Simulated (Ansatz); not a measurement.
Wavefunction ladder for BH₄NOSe (`NB(O)[SeH]`)

| atom | x (Å) | y (Å) | z (Å) |
| --- | --- | --- | --- |
| N1 | -0.8475 | -0.3877 | 0.3608 |
| B2 | 0.3876 | 0.2020 | 0.0463 |
| O3 | 1.2366 | 0.7408 | 0.9714 |
| Se4 | 1.0602 | 0.3267 | -1.8062 |
| H5 | -1.2031 | -0.4581 | 1.2988 |
| H6 | -1.4589 | -0.7790 | -0.3312 |
| H7 | 0.9246 | 0.6880 | 1.8771 |
| H8 | -0.0996 | -0.3326 | -2.4171 |

Total charge 0; spin multiplicity 1. Correlated methods include outer-core shells of Se, which these sets cover unevenly. Scalar relativity is left out up to krypton. Geometry: relaxed with PBE0-D4/def2-TZVP. It is one conformer, not always the lowest. Frozen core, restricted reference, the Gaussian-basis code of Ansatz.

```tsv
basis	HF (Eh)	MP2 corr.	CCSD corr.	(T)	CCSD(T) total
def2-SVP	-2555.87908	?	-0.70052	?	?
def2-TZVPP	-2556.36371	-0.82600	-0.84584	?	?
def2-QZVPP	?	-1.17114	–	–	–
```

Question: Fill in the withheld values. (Estimate.)

Answer: Ansatz gave: def2-SVP MP2 corr.: -0.67546; def2-SVP (T): -0.01810; def2-SVP CCSD(T) total: -2556.59770; def2-TZVPP (T): -0.03200; def2-TZVPP CCSD(T) total: -2557.24155; def2-QZVPP HF (Eh): -2556.41862.
